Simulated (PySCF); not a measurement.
**HTlO: breathing scan**

All numbers come from PySCF, PBE0, basis Tl def2-TZVP with ECP60, O def2-TZVP, H def2-TZVP (scalar-relativistic core potentials, no spin–orbit coupling, density fitting).

Rigid scan from the singlet minimum (Tl–H 1.649 Å, Tl–O 1.851 Å; H–Tl–O 180.0°). Coordinate: all bonds to the central atom scaled together. Energies in kJ/mol from the minimum.

```tsv
scale of all bonds to the centre	E (kJ/mol)	dipole size (D)
0.88	163.2	3.88
0.92	62.7	4.23
0.96	13.6	4.52
1.00	0.0	4.76
1.04	10.4	4.94
1.08	36.4	5.06
1.14	92.0	5.13
1.22	177.6	5.03
1.35	309.2	4.50
```

At long bonds a restricted determinant can lie too high, and another spin state can fall below this curve.

With an element this heavy the missing spin–orbit coupling can shift these numbers.

The scan took 9 s on 2 threads of a shared Intel Xeon Platinum 8259CL @ 2.50GHz (Skylake/Cascade Lake) host; the process peaked at 0.8 GiB.
